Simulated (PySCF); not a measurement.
**Trend along the alkali metals: MAs cations**

PBE0 with double-zeta basis sets in PySCF, for the lowest determinant that a PBE0 search found; no spin–orbit coupling. De refers to high-spin ground-configuration atoms (the charge goes to the atom of lower measured ionisation energy or higher electron affinity, which is not always the lowest computed limit). A positive dipole points towards As; it is taken about the centre of mass and depends on that origin.

| M | basis | charged atom | state (unpaired electrons) | Re (Å) | ωe (cm⁻¹) | De (eV) | μ (D) |
| --- | --- | --- | --- | --- | --- | --- | --- |
| Li | pcseg-1 | Li+ | quartet (σ ↑, π ↑↑) | 2.787 | 221 | 0.41 | -9.77 |
| Na | def2-SVP | Na+ | quartet (σ ↑, π ↑↑) | 3.200 | 103 | 0.27 | -9.80 |
| K | pcseg-1 | K+ | quartet (σ ↑, π ↑↑) | 3.650 | 64.3 | 0.16 | -9.99 |
| Rb | def2-SVP | Rb+ | quartet (σ ↑, π ↑↑) | 3.841 | 46.9 | 0.14 | -7.36 |
| Cs | def2-SVP | Cs+ | quartet (σ ↑, π ↑↑) | 4.031 | 40.2 | 0.12 | -5.72 |

The shortest bond is that of LiAs⁺ (2.787 Å), the longest that of CsAs⁺ (4.031 Å).

The rows differ in basis set, which adds steps of its own.

Down a group the atoms grow and get heavier, so bonds lengthen and wavenumbers fall; this series shows no clear exception.

Weak bonds: CsAs⁺, KAs⁺, LiAs⁺, NaAs⁺, RbAs⁺. Basis-set superposition, not corrected here, can be much of De in a small basis, most of all at correlated wavefunction levels. These are scalar-relativistic numbers at best; spin–orbit coupling would shift them, the dissociation energy most. For an ion De counts to the pair picked by the measured ionisation energies or electron affinities, which need not be the lowest pair at this level. States were picked by a PBE0 search and need not be the measured ground states.
